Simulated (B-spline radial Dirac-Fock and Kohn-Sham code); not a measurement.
# Electron momentum distribution of Tb⁶³⁺: Compton profiles

System: Tb⁶³⁺, 1s2.

Method: the impulse approximation on configuration-average Dirac-Fock orbitals. Computed with a radial atomic solver. pz is in atomic units of momentum; subshell profiles are per electron, for a selection of subshells; open shells are spread over both j values by their weights.

```tsv
pz	J total	J 1s1/2
0	0.02376	0.0119
2	0.02370	0.0119
3	0.02363	0.0118
4.3	0.02349	0.0117
6.3	0.02318	0.0116
9.1	0.02256	0.0113
13	0.02140	0.0107
19	0.01910	0.00955
28	0.01511	0.00756
41	0.009792	0.00490
60	0.004713	0.00236
87	0.001660	0.000830
130	0.0003964	0.000198
```

J(0) = 0.02376. The 1s1/2 subshell gives the largest part, 100 %.

Mean momentum ⟨p⟩ by subshell (a.u.): 1s1/2 64.3.
